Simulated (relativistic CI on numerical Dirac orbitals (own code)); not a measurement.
**What each ingredient does to the levels of Ga8+**

Base calculation: Dirac-Coulomb-Breit CI, KLI orbitals optimised for each configuration, model QED, unscaled Slater integrals.

CI space (outside the closed core [Ne]): 3s2 3p6 3d5, 3s2 3p5 3d6, 3s2 3p6 3d4 4s, 3s 3p6 3d6, 3s2 3p6 3d4 4p, 3s2 3p6 3d4 4d, 3s2 3p6 3d3 4s 4p, 3s2 3p6 3d4 4f, 3s2 3p6 3d4 5s, 3s2 3p6 3d4 5p, 3s2 3p6 3d4 5d, 3s2 3p6 3d3 4p 4d, 3s2 3p5 3d5 4s, 3s2 3p6 3d4 5f, 3s2 3p6 3d4 6s, 3s2 3p6 3d4 5g, 3s2 3p6 3d4 6p, 3s2 3p6 3d4 6d, 3s2 3p5 3d5 4p, 3s 3p6 3d5 4s, 3s2 3p5 3d5 5s, 3s 3p6 3d5 4p, 3s 3p6 3d5 5s, 3s 3p6 3d5 6s, 3s2 3p6 3d3 4s2, 3s2 3p6 3d2 4s2 4p, 3s2 3p6 3d2 4s2 4d, 3s2 3p6 3d2 4s2 4f, 3p6 3d7, 3p5 3d8, 3s2 3p6 3d3 4p2, 3s2 3p6 3d2 4s 4p2, 3s2 3p6 3d2 4p3, 3s2 3p6 3d2 4p2 4d, 3s2 3p6 3d2 4p2 4f, 3s 3p6 3d4 4s2, 3s 3p6 3d3 4s2 4p, 3s 3p6 3d3 4s2 4d, 3s 3p6 3d3 4s2 4f. Double excitations out of closed p, d and f shells are left out; levels of such configurations are missing from the list, as are those of other unlisted configurations, and high levels can miss mixing partners. These lack a partner that the ground configuration has and come out too high: 3s2 3p5 3d5 4s, 3s2 3p5 3d5 4p, 3s2 3p5 3d5 5s.

Variants: (1) valence Slater integrals scaled by 0.9; (2) non-relativistic limit; (3) only the first 3 configurations. Shifts of the energy above 3s2 3p6 3d5 6S_5/2, in cm⁻¹, for the lowest level and the first level of each name with at least 55 % of one term (blank where a level changes its place among those of its configuration and J or its character, or is not in the variant):

| Level | Base | Δ(1) | Δ(2) | Δ(3) |
| --- | --- | --- | --- | --- |
| 3s2 3p6 3d5 6S_5/2 | 0.0 | 0.0 | 0.0 | 0.0 |
| 3s2 3p6 3d5 4G_11/2 | 59751.3 | -5860.6 | +604.3 | -107.7 |
| 3s2 3p6 3d5 4G_5/2 | 59814.3 | -5889.8 | +541.3 | -100.8 |
| 3s2 3p6 3d5 4G_7/2 | 59963.1 | -5864.1 | +392.5 | -106.9 |
| 3s2 3p6 3d5 4G_9/2 | 59986.0 | -5850.0 | +369.6 | -111.1 |
| 3s2 3p6 3d5 4P_5/2 | 66427.2 | -6617.3 | +1798.5 | +1543.5 |
| 3s2 3p6 3d5 4P_3/2 | 67068.9 | -6580.9 | +1156.8 | +1535.5 |
| 3s2 3p6 3d5 4P_1/2 | 67781.5 | -6533.3 | +444.2 | +1549.2 |
| 3s2 3p6 3d5 4D_7/2 | 72739.8 | -7034.3 | +455.6 | +1456.0 |
| 3s2 3p6 3d5 4D_1/2 | 73662.4 | -6963.6 | -467.0 | +1468.3 |
| 3s2 3p6 3d5 4D_5/2 | 74131.8 | -6949.6 | -936.5 | +1474.9 |
| 3s2 3p6 3d5 4D_3/2 | 74137.5 | -6934.4 | -942.1 | +1478.6 |
| 3s2 3p6 3d5 2I_11/2 | 86396.2 | -8579.4 | +1042.4 | -1323.8 |
| 3s2 3p6 3d5 2I_13/2 | 86729.5 | -8526.5 | +709.1 | -1341.7 |

At this charge configurations can still be misplaced by up to about 7 % of their energy. Terms inside the open d or f shell come out 10 to 20 % too wide with unscaled integrals.

Ionisation energy from the two ground configurations alone: base 210.512 eV; valence Slater integrals scaled by 0.9 210.037 eV. The NIST ASD value (theoretical) is 211 eV.
